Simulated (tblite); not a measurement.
Compound: C6H12O2Si.
Cartesian coordinates in Å at the GFN2-xTB level; atoms count from 1:
```xyz
21
C6H12O2Si angstrom
C     -0.690    0.779    2.261
C     -0.153   -0.019    1.354
C      0.049    0.390   -0.096
C      1.340    1.156    0.014
O      2.425    0.650   -0.065
C      0.212   -0.821   -1.003
Si     1.901   -1.713   -0.863
O     -0.930    1.328   -0.529
C     -2.238    0.823   -0.659
H     -1.027    1.770    2.006
H     -0.832    0.465    3.281
H      0.196   -1.011    1.599
H      1.203    2.227    0.231
H      0.084   -0.487   -2.034
H     -0.591   -1.529   -0.794
H      2.321   -1.900    0.523
H      2.910   -1.169   -1.761
H      1.573   -3.060   -1.375
H     -2.575    0.333    0.261
H     -2.319    0.117   -1.492
H     -2.869    1.686   -0.861
```

Method: GFN2-xTB as coded in tblite; computed harmonic values from a numerical Hessian at the method's own geometry, unscaled. Errors from tens to a few hundred cm⁻¹ against measured bands are possible. Modes of hydrogen on silicon can be 10 to 20 % off. One conformer, not necessarily the lowest.

Harmonic wavenumbers (cm⁻¹): 84.9, 89.1, 124.9, 137.3, 175.7, 180.6, 209.3, 235.5, 265.4, 286.2, 332.4, 369.2, 434.8, 478.3, 546.8, 576.9, 601.7, 662.3, 726.7, 751.8, 790.6, 824.3, 847.6, 876.8, 892.1, 896.5, 966.1, 1004.7, 1020.5, 1057.2, 1100.5, 1134.9, 1145.3, 1178.5, 1216.0, 1257.5, 1271.6, 1313.8, 1390.7, 1401.1, 1470.1, 1487.7, 1490.5, 1683.4, 1771.8, 2147.0, 2280.7, 2322.5, 2842.2, 2924.4, 2941.1, 2977.5, 2990.5, 3024.0, 3084.2, 3101.7, 3130.7.

A = 2013, B = 1008, C = 896.3 MHz; mass 144.061 u (most abundant isotopes); point group C1, symmetry number 1.

**Question.** Zero-point energy?

**Answer.** ½Σν̃ = 35263 cm⁻¹ = 421.84 kJ/mol.

**Question.** Give the ideal-gas entropy at 350 K and 1 bar in the rigid-rotor, harmonic-oscillator model (classical rotation).

**Answer.** Translation 174.18, rotation 125.67, vibration 165.25: S = 465.1 J/(mol K).

**Question.** And Cp and H(350 K) − H(0)?

**Answer.** Cp = 213.12 J/(mol K), of which vibrations give 179.86 (their classical limit is 57 R = 473.9); H(350 K) − H(0) = 43.47 kJ/mol without the zero-point energy, 31.83 from vibrations.

**Question.** How do the functions run with temperature in this model?

**Answer.** 
```tsv
T (K)	S (J/(mol K))	Cp (J/(mol K))	H − H(0) (kJ/mol)	G − H(0) (kJ/mol)	ln q(vib)
50	243.0	53.4	1.96	-10.19	0.23
100	290.9	87.3	5.51	-23.58	1.31
298.15	432.9	188.6	33.05	-96.03	7.31
373.15	479.1	223.5	48.53	-130.24	9.66
500	551.8	273.6	80.18	-195.69	13.58
750	676.9	343.2	157.96	-349.74	20.97
1000	782.3	388.5	249.80	-532.51	27.78
```

q(vib) and H(0) count from the zero-point level.

**Question.** What must be added to the electronic energy to get the Gibbs energy at 350 K and 1 bar?

**Answer.** ZPE + [H(350 K) − H(0)] − T·S = 421.84 + 43.47 − 162.78 = 302.53 kJ/mol.

**Question.** Blend soft modes into free rotors: weight 1/[1 + (100 cm⁻¹/ν̃)⁴] for the oscillator and the rest for a rotor with moment μB/(μ + B), μ = h/(8π²ν), B = 10⁻⁴⁴ kg m². What vibrational entropy results?

**Answer.** 159.34 J/(mol K) in place of 165.25, which changes −T·S at 350 K by +2.07 kJ/mol.

Hindered rotation and anharmonicity are outside this model. Other conformers, if any are populated, would add a mixing term that is left out. The structure is chiral; the term R ln 2 for an equal mix with its mirror image is left out.
